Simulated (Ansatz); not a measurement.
C₁₁H₁₃ClHf, SMILES `[CH3][Hf]12345678([Cl])([C@H]9[C@@H]1[C@@H]2[C@@H]3[C@H]94)[C@H]1[C@@H]5[C@@H]6[C@@H]7[C@H]18`. The species carries charge 0 and has multiplicity 1. Hf takes the def2 core potential. Geometry: relaxed with PBE0-D4/def2-TZVP.

```xyz
26

C    -1.172   -1.616   -1.208
Hf   -0.474    0.129    0.046
Cl   -2.641    1.078    0.509
C    -0.489    1.695   -1.940
C     0.381    0.643   -2.280
C     1.492    0.696   -1.411
C     1.313    1.799   -0.544
C     0.088    2.412   -0.869
C     0.806    0.204    2.196
C     1.378   -0.843    1.432
C     0.420   -1.868    1.316
C    -0.741   -1.460    2.009
C    -0.496   -0.191    2.563
H    -1.784   -1.248   -2.038
H    -1.800   -2.282   -0.607
H    -0.372   -2.227   -1.641
H    -1.450    1.899   -2.389
H     0.220   -0.088   -3.056
H     2.337    0.024   -1.423
H     1.998    2.117    0.227
H    -0.352    3.262   -0.368
H     1.290    1.128    2.477
H     2.376   -0.856    1.020
H     0.544   -2.796    0.779
H    -1.667   -2.011    2.075
H    -1.204    0.400    3.125
```

Question: What is the dipole moment at r2SCAN/def2-TZVPP? (An estimate is asked.)

Answer: Ansatz gave: 3.23 D, with components (3.22, -0.08, 0.22) D in this frame, pointing from negative to positive charge.

Question: And with PBE, B3LYP, ωB97M-V? (Estimate.)

Answer: Computed: PBE 3.07 D, B3LYP 3.27 D, ωB97M-V 3.38 D.

Question: Give the Mulliken charges with r2SCAN, B3LYP, ωB97M-V in def2-TZVPP. (An estimate is asked.)

Answer: Ansatz gave: 
```
atom  r2SCAN  B3LYP  ωB97M-V
  C1   -0.42  -0.53    -0.60
 Hf2    0.54   0.67     0.38
 Cl3   -0.35  -0.35    -0.28
  C4   -0.14  -0.17    -0.16
  C5   -0.09  -0.14    -0.12
  C6   -0.11  -0.16    -0.14
  C7   -0.10  -0.13    -0.11
  C8   -0.11  -0.14    -0.11
  C9   -0.14  -0.18    -0.17
 C10   -0.09  -0.12    -0.09
 C11   -0.09  -0.14    -0.10
 C12   -0.14  -0.17    -0.16
 C13   -0.09  -0.13    -0.12
 H14    0.07   0.10     0.13
 H15    0.07   0.10     0.13
 H16    0.06   0.08     0.12
 H17    0.12   0.15     0.15
 H18    0.11   0.14     0.15
 H19    0.11   0.14     0.13
 H20    0.11   0.14     0.13
 H21    0.12   0.15     0.15
 H22    0.11   0.14     0.13
 H23    0.11   0.14     0.13
 H24    0.11   0.14     0.14
 H25    0.12   0.15     0.14
 H26    0.12   0.15     0.15
```

B3LYP here is the variant with VWN-RPA as its local correlation; programs differ in this.
